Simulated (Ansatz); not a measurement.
Reaction (SMILES): OB(O[SiH3])O[SiH3] + 2 B (BH3) + 2 O (H2O) -> 3 BO (H3BO) [borinic acid] + 2 O[SiH3] [hydroxysilane]
Each molecule is optimised on its own at B3LYP-D3(BJ)/def2-TZVP (Ansatz, an electronic-structure program), one conformer each, not searched for the lowest.

Quantity: bond separation energy (electronic energy difference), in kcal/mol. Cores are frozen in the correlated levels unless marked. No spin-orbit coupling. No relativistic terms. CBS(X,Y): correlation extrapolated as X^-3; Hartree-Fock from the larger set.

CCSD(T)/CBS(cc-pV(T+d)Z,cc-pV(Q+d)Z) (Ansatz) gives -6.2 kcal/mol.

**Question.** Another calculation gave -12.8 kcal/mol. Which level was it?
(A) PBE-QIDH/def2-TZVPD (Ansatz)
(B) SVWN5/def2-TZVPD (Ansatz)
(C) LC-wPBE/def2-TZVPD (Ansatz)

**Answer.** B, SVWN5/def2-TZVPD (Ansatz). The others give -5.6 (PBE-QIDH), -8.5 (LC-wPBE) kcal/mol.
